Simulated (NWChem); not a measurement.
Molecule: MoS2ClF; SMILES [F][Mo](=[S])(=[S])[Cl]

def2 effective core potentials on Mo; no spin-orbit coupling.

### Question
Give the equilibrium geometry at PBE0/def2-SVP with def2 effective core potentials on Mo (NWChem) as a Z-matrix, with the point group.

### Answer
point group Cs; any orientation.
```
Mo
F 1 1.8308
S 1 2.0910 2 109.53
S 1 2.0910 2 109.53 3 117.75
Cl 1 2.2452 2 113.19 3 -121.13
```
